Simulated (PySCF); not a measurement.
Input file for PySCF: R-B3LYP/3-21G on BGeH5 (SMILES [BH2][GeH3]), a point of a torsion scan.

```python
from pyscf import gto, scf, dft, mp
from pyscf.data.elements import chemcore

mol = gto.M(
    atom='''
    B     1.24120585   -0.08623367    0.00643816
    Ge   -0.75084808    0.03099072    0.01189207
    H     1.88485832    0.88722798   -0.01215022
    H     1.80202804   -1.10900972    0.01872920
    H    -1.32676379    0.72903075   -1.18098242
    H    -1.52706218   -1.24670493    0.06497964
    H    -1.32197838    0.82592018    1.14474668
    ''',
    basis='3-21g',
    charge=0, spin=0, verbose=3, max_memory=1800)
mf = dft.RKS(mol, xc='b3lyp')
mf.conv_tol = 1e-8
mf.max_cycle = 100
mf.kernel()
if not mf.converged:
    mf = mf.newton().run(mf.mo_coeff, mf.mo_occ)
```

It printed:

```
converged SCF energy = -2094.63439432715
```

The calculation finished and met its thresholds.

Cost: roughly 2.6 core-seconds.
